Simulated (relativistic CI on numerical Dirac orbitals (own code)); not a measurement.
Co²⁺ in a cubic cluster: 1s photoemission with charge transfer

Computed with a charge-transfer multiplet model of a cubic metal-ligand cluster with up to 3 ligand holes, Slater and spin-orbit integrals from Dirac-Coulomb-Breit ions, Slater integrals scaled by 0.8. The parameters are those of a tetrahedral site (10Dq negative, t2 hopping the larger). The ground state mixes d7 with configurations of k ligand holes L, whose averages lie at kΔ + k(k − 1)U_dd/2; a core hole lowers each added d electron by U_cd. 20 K, Lorentzian 1.1 eV and Gaussian 0.6 eV FWHM.

Atomic integrals in eV (Slater integrals scaled, ζ unscaled), ground: F2dd 9.233, F4dd 5.731, zeta_d 0.063; with the core hole: F2dd 10.635, F4dd 6.640, zeta_d 0.091, G2cd 0.059.

Cluster parameters (eV): Δ = 1.5, U_dd = 6.6, U_cd = 7.3, 10Dq = -0.25, 10Dq(ligand) = 0, final-state hopping factor = 0.8.

```tsv
Case	n_d	d7	d8L	d9L2	d10L3	S
V(eg) = 0.42 eV, V(t2g) = -0.72 eV	7.13	0.88	0.12	0.00	0.00	1.50
V(eg) = 0.72 eV, V(t2g) = -1.23 eV	7.26	0.75	0.24	0.01	0.00	1.50
V(eg) = 1.02 eV, V(t2g) = -1.74 eV	7.36	0.66	0.32	0.02	0.00	1.50
V(eg) = 1.62 eV, V(t2g) = -2.76 eV	7.53	0.53	0.42	0.05	0.00	1.50
```

Weights, n_d and S are thermal averages at 20 K. Binding energies count from the first peak over 30 % of the highest in each spectrum, which can be another peak from case to case. The parameters are a model scan and need not match a compound or its usual spin state. Peaks in eV (height, largest 100):
- V(eg) = 0.42 eV, V(t2g) = -0.72 eV: 0.0 (39), 5.1 (100)
- V(eg) = 0.72 eV, V(t2g) = -1.23 eV: 0.0 (100), 4.4 (57), 6.6 (76)
- V(eg) = 1.02 eV, V(t2g) = -1.74 eV: 0.0 (100), 5.2 (46), 8.3 (30)
- V(eg) = 1.62 eV, V(t2g) = -2.76 eV: 0.0 (100), 7.0 (31), 11.9 (8)

Curve for V(eg) = 1.62 eV, V(t2g) = -2.76 eV (points under 2 left out, the grid thinned):

```
E (eV)  Intensity
  -3.0        3.9
  -2.6        5.2
  -2.3        6.6
  -1.9        9.4
  -1.5       14.6
  -1.2       21.8
  -0.8       40.7
  -0.4       75.2
  -0.1       97.7
   0.3       87.1
   0.7       50.6
   1.0       31.1
   1.4       17.5
   1.8       11.1
   2.2        7.7
   2.5        6.2
   2.9        4.9
   3.3        4.1
   3.6        3.7
   4.0        3.4
   4.4        3.5
   4.7        3.7
   5.1        4.3
   5.5        5.8
   5.8        7.9
   6.2       13.6
   6.6       24.0
   6.9       30.5
   7.3       27.0
   7.7       16.7
   8.0       11.3
   8.4        7.1
   8.8        4.7
   9.2        3.3
   9.5        2.8
   9.9        2.4
  10.3        2.3
  10.6        2.6
  11.0        3.5
  11.4        5.6
  11.7        7.4
  12.1        7.7
  12.5        5.2
  12.8        3.4
  13.2        2.0
```

For the case V(eg) = 1.02 eV, V(t2g) = -1.74 eV, Δ = 1.5 eV is smaller than U_dd = 6.6 eV, the charge-transfer side of the Zaanen-Sawatzky-Allen scheme. With the core hole the average of the configuration with one ligand hole lies at Δ − U_cd = -5.8 eV before mixing: it lies below the unscreened one, so the lowest final states are mostly screened and the unscreened weight appears at higher binding energy as a satellite.
